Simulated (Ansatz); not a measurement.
Reaction (ligand exchange at the Al–Br bond): `[F][Al]([SH])[Br]` + CH₃OH → `C[O][Al]([F])[SH]` + HBr

Calculated with Ansatz (gas phase, PBE0-D4/def2-TZVP geometries, no zero-point term in ΔE). CCSD(T)/CBS is the MP2 limit (def2-TZVPP, def2-QZVPP) plus CCSD(T) − MP2 in def2-TZVPP, frozen cores. This one scheme is used for every species. DFT in def2-TZVPP. B3LYP here is the variant with VWN-RPA as its local correlation; programs differ in this. For Br outer-core shells are correlated without core-valence functions, which leaves a few kJ/mol of doubt a bond. Scalar relativity is left out up to krypton. One conformer a species, not always the lowest.

(1) Is it downhill or uphill in electronic energy at CCSD(T)/CBS, and by how much? (Best estimate.)

(2) What do these levels give: PBE-D4, r2SCAN-D4, B3LYP-D4, HF/def2-TZVPP, SCS-MP2/def2-TZVPP, CCSD/def2-TZVPP, CCSD(T)/def2-TZVPP, MP2/def2-QZVPP, CCSD/def2-QZVPP, CCSD(T)/def2-QZVPP, HF/CBS(def2), MP2/CBS(def2)? (An estimate is asked.)

Largest T1 diagnostic among the species: 0.012.

Results:

(1) Computed: Uphill: ΔE = +28.2 kJ/mol.

(2) The calculation gave: PBE-D4 29.0, r2SCAN-D4 26.2, B3LYP-D4 20.2, HF/def2-TZVPP 27.3, SCS-MP2/def2-TZVPP 22.0, CCSD/def2-TZVPP 22.2, CCSD(T)/def2-TZVPP 22.7, MP2/def2-QZVPP 28.0, CCSD/def2-QZVPP 24.2, CCSD(T)/def2-QZVPP 25.1, HF/CBS(def2) 25.8, MP2/CBS(def2) 30.8 kJ/mol.
